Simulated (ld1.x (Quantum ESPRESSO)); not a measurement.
How hard is this H PAW potential?

ld1.x (Quantum ESPRESSO) 7.5 input, shortened:

```
&input
   title='H', zed=1., rel=0, dft='WC', iswitch=3,
   config='1s1 2p-2'
 /
 &inputp
   pseudotype=3, lpaw=.true., tm=.true., lloc=-1, rcloc=0.70,
   nlcc=.false.,
   which_augfun='PSQ', rmatch_augfun_nc=.true.
 /
3
1S  1  0   1.00   0.00  0.70  0.90  0.0
1S  1  0   0.00  -0.05  0.70  0.90  0.0
2P  2  1  -2.00   0.05  0.65  0.85  0.0
 &test
   configts(1)='1s1'
 /
```

The pseudo-atom Hamiltonian at the reference potential is diagonalised in spherical Bessel functions j_l(qr) that vanish at 20 bohr, with q² up to the cutoff. All-electron valence levels (Ry): 1s -0.4680.

**Question.** How do the lowest levels (Ry) of each channel move with the cutoff, and are there ghosts?

**Answer.**

| cutoff (Ry) | s #1 | p #1 | d #1 | d #2 | f #1 | f #2 | Σ f·Δε (mRy) |
| --- | --- | --- | --- | --- | --- | --- | --- |
| 8 | -0.4177 | 0.0302 | 0.0772 | 0.1849 | 0.1193 | 0.2589 | 50.2 |
| 12 | -0.4404 | 0.0302 | 0.0772 | 0.1849 | 0.1193 | 0.2589 | 27.6 |
| 18 | -0.4561 | 0.0302 | 0.0772 | 0.1849 | 0.1193 | 0.2589 | 11.9 |
| 30 | -0.4650 | 0.0302 | 0.0772 | 0.1849 | 0.1193 | 0.2589 | 3.0 |
| 40 | -0.4673 | 0.0302 | 0.0772 | 0.1849 | 0.1193 | 0.2589 | 0.7 |
| 50 | -0.4678 | 0.0302 | 0.0772 | 0.1849 | 0.1193 | 0.2589 | 0.2 |
| 400 | -0.4680 | 0.0302 | 0.0772 | 0.1849 | 0.1193 | 0.2589 | 0.0 |

Result: no extra level below or beside the all-electron valence levels (s, p, d, f tested); 10 mRy is reached at 21 Ry and 1 mRy at 40 Ry.
